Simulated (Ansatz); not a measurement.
Calculation: Ansatz (a program for electronic structure) with B3LYP-D3(BJ)/def2-TZVP. No frequencies were computed at this level.

Ansatz 0.2 input:
```yaml
crystal:
  periodic: [false, false, false]
  atoms:
    - { symbol: C, position_ang: [1.957373, -0.410592, 0.097881] }
    - { symbol: C, position_ang: [0.67369, -0.713286, 0.125857] }
    - { symbol: C, position_ang: [-0.406785, 0.227897, 0.554799] }
    - { symbol: C, position_ang: [-1.41042, 0.446054, -0.57341] }
    - { symbol: F, position_ang: [-2.430243, 1.265245, -0.152203] }
    - { symbol: H, position_ang: [2.704157, -1.120452, -0.21365] }
    - { symbol: H, position_ang: [2.3172, 0.561324, 0.393259] }
    - { symbol: H, position_ang: [0.336376, -1.69697, -0.174614] }
    - { symbol: H, position_ang: [0.017814, 1.188569, 0.850451] }
    - { symbol: H, position_ang: [-0.941473, -0.190095, 1.412645] }
    - { symbol: H, position_ang: [-1.873324, -0.495482, -0.887548] }
    - { symbol: H, position_ang: [-0.944366, 0.937789, -1.433464] }
basis:
  gaussian: { orbitals: def2-tzvp }
hamiltonian:
  xc: b3lyp
  dispersion: d3bj
relax:
  max_steps: 150
```

Output:

```
Functional definition: B3LYP
1184 factors; their error is unknown
mean field evaluation 1: about -6972.1796 eV, gradient 6.3e1 eV
mean field evaluation 2: about -6968.6348 eV, gradient 7.2e1 eV
mean field evaluation 4: about -6981.3624 eV, gradient 6.1e0 eV
mean field evaluation 8: about -6981.4437 eV, gradient 4.5e-2 eV
mean field evaluation 16: about -6981.4241 eV, gradient 4.0e-4 eV
mean field -6981.42412914 eV, -256.5626045667 hartree, gradient 4.6e-5 eV, S^2 0.000000; 0 other end points of the search recorded, 0 dependent functions left out
reference -6981.42439260 eV, -256.5626142487 hartree; 20, 20 occupied and 177, 177 virtual orbitals, 1184 factors
relax step   1: F+E_penalty+E_count = -6981.78120907 eV  Δ(F+E_penalty+E_count) = +0.000e0 eV  max|allowed force component| = 6.078e-1 eV/Å  Δτ_max = 0.0000 Å  (28 SCF iters, accepted)
these checks for a lower state are left out or cut short: starts, cluster_reference, orbital_swaps, neighbouring_geometries, increment
1184 factors; their error is unknown
mean field -6981.44156289 eV, -256.5632452450 hartree, gradient 1.6e-5 eV, S^2 0.000000; 0 other end points of the search recorded, 0 dependent functions left out
reference -6981.44182697 eV, -256.5632549497 hartree; 20, 20 occupied and 177, 177 virtual orbitals, 1184 factors
relax step   2: F+E_penalty+E_count = -6981.79781658 eV  Δ(F+E_penalty+E_count) = -1.661e-2 eV  max|allowed force component| = 2.893e-1 eV/Å  Δτ_max = 0.0217 Å  (31 SCF iters, accepted)
these checks for a lower state are left out or cut short: starts, cluster_reference, orbital_swaps, neighbouring_geometries, increment
1184 factors; their error is unknown
mean field evaluation 32: about -6981.4442 eV, gradient 1.7e-5 eV
mean field -6981.44419914 eV, -256.5633421255 hartree, gradient 1.7e-5 eV, S^2 0.000000; 0 other end points of the search recorded, 0 dependent functions left out
reference -6981.44446354 eV, -256.5633518422 hartree; 20, 20 occupied and 177, 177 virtual orbitals, 1184 factors
relax step   3: F+E_penalty+E_count = -6981.80030882 eV  Δ(F+E_penalty+E_count) = -2.492e-3 eV  max|allowed force component| = 1.160e-1 eV/Å  Δτ_max = 0.0267 Å  (31 SCF iters, accepted)
these checks for a lower state are left out or cut short: starts, cluster_reference, orbital_swaps, neighbouring_geometries, increment
1184 factors; their error is unknown
mean field -6981.44502706 eV, -256.5633725511 hartree, gradient 1.7e-5 eV, S^2 0.000000; 0 other end points of the search recorded, 0 dependent functions left out
reference -6981.44529137 eV, -256.5633822642 hartree; 20, 20 occupied and 177, 177 virtual orbitals, 1184 factors
relax step   4: F+E_penalty+E_count = -6981.80108277 eV  Δ(F+E_penalty+E_count) = -7.740e-4 eV  max|allowed force component| = 5.228e-2 eV/Å  Δτ_max = 0.0193 Å  (32 SCF iters, accepted)
these checks for a lower state are left out or cut short: starts, cluster_reference, orbital_swaps, neighbouring_geometries, increment
1184 factors; their error is unknown
mean field -6981.44506244 eV, -256.5633738512 hartree, gradient 1.6e-5 eV, S^2 0.000000; 0 other end points of the search recorded, 0 dependent functions left out
reference -6981.44532679 eV, -256.5633835661 hartree; 20, 20 occupied and 177, 177 virtual orbitals, 1184 factors
relax step   5: F+E_penalty+E_count = -6981.80144671 eV  Δ(F+E_penalty+E_count) = -3.639e-4 eV  max|allowed force component| = 5.987e-2 eV/Å  Δτ_max = 0.0406 Å  (31 SCF iters, accepted)
these checks for a lower state are left out or cut short: starts, cluster_reference, orbital_swaps, neighbouring_geometries, increment
1184 factors; their error is unknown
mean field -6981.44546177 eV, -256.5633885264 hartree, gradient 1.6e-5 eV, S^2 0.000000; 0 other end points of the search recorded, 0 dependent functions left out
reference -6981.44572606 eV, -256.5633982390 hartree; 20, 20 occupied and 177, 177 virtual orbitals, 1184 factors
relax step   6: F+E_penalty+E_count = -6981.80176179 eV  Δ(F+E_penalty+E_count) = -3.151e-4 eV  max|allowed force component| = 2.975e-2 eV/Å  Δτ_max = 0.0110 Å  (31 SCF iters, accepted)
these checks for a lower state are left out or cut short: starts, cluster_reference, orbital_swaps, neighbouring_geometries, increment
1184 factors; their error is unknown
mean field -6981.44537987 eV, -256.5633855164 hartree, gradient 1.6e-5 eV, S^2 0.000000; 0 other end points of the search recorded, 0 dependent functions left out
reference -6981.44564422 eV, -256.5633952314 hartree; 20, 20 occupied and 177, 177 virtual orbitals, 1184 factors
relax step   7: F+E_penalty+E_count = -6981.80179911 eV  Δ(F+E_penalty+E_count) = -3.733e-5 eV  max|allowed force component| = 1.240e-2 eV/Å  Δτ_max = 0.0082 Å  (31 SCF iters, accepted)
these checks for a lower state are left out or cut short: starts, cluster_reference, orbital_swaps, neighbouring_geometries, increment
1184 factors; their error is unknown
mean field evaluation 64: about -6981.4455 eV, gradient 3.7e-4 eV
mean field -6981.44546178 eV, -256.5633885265 hartree, gradient 1.6e-5 eV, S^2 0.000000; 0 other end points of the search recorded, 0 dependent functions left out
reference -6981.44572617 eV, -256.5633982429 hartree; 20, 20 occupied and 177, 177 virtual orbitals, 1184 factors
relax step   8: F+E_penalty+E_count = -6981.80187881 eV  Δ(F+E_penalty+E_count) = -7.969e-5 eV  max|allowed force component| = 8.257e-3 eV/Å  Δτ_max = 0.0068 Å  (32 SCF iters, accepted)
1184 factors; their error is unknown
mean field -6981.44546178 eV, -256.5633885265 hartree, gradient 1.6e-5 eV, S^2 0.000000; 1 other end points of the search recorded, 0 dependent functions left out
reference -6981.44572617 eV, -256.5633982429 hartree; 20, 20 occupied and 177, 177 virtual orbitals, 1184 factors
Total energy: -6981.80214320 eV, -256.5764963271 hartree
Atom 0 at     1.955591    -0.408735     0.073172 Å, force    -0.006053     0.002953    -0.002856 eV/Å
Atom 1 at     0.670077    -0.724712     0.156217 Å, force     0.003801    -0.008257     0.003408 eV/Å
Atom 2 at    -0.420881     0.219588     0.561515 Å, force    -0.000291     0.002827    -0.003613 eV/Å
Atom 3 at    -1.396846     0.459023    -0.577986 Å, force    -0.007407     0.006682     0.001449 eV/Å
Atom 4 at    -2.452120     1.263238    -0.140576 Å, force     0.002719     0.001333     0.001276 eV/Å
Atom 5 at     2.699456    -1.133866    -0.230168 Å, force     0.004415    -0.000467    -0.001347 eV/Å
Atom 6 at     2.310774     0.587141     0.313198 Å, force     0.001337     0.000074     0.001588 eV/Å
Atom 7 at     0.358879    -1.736091    -0.093957 Å, force    -0.002677     0.002572     0.003518 eV/Å
Atom 8 at     0.000377     1.174281     0.882796 Å, force    -0.001550     0.000582    -0.001785 eV/Å
Atom 9 at    -0.982948    -0.194218     1.404745 Å, force     0.001025    -0.003574     0.000542 eV/Å
Atom 10 at    -1.828472    -0.478465    -0.937251 Å, force     0.003132    -0.004368    -0.002917 eV/Å
Atom 11 at    -0.913889     0.972818    -1.411702 Å, force     0.001549    -0.000356     0.000737 eV/Å
Dipole moment:     0.279374    -0.220308    -0.070201 e Å
```

Cost: about 80 core-seconds (a rough figure).
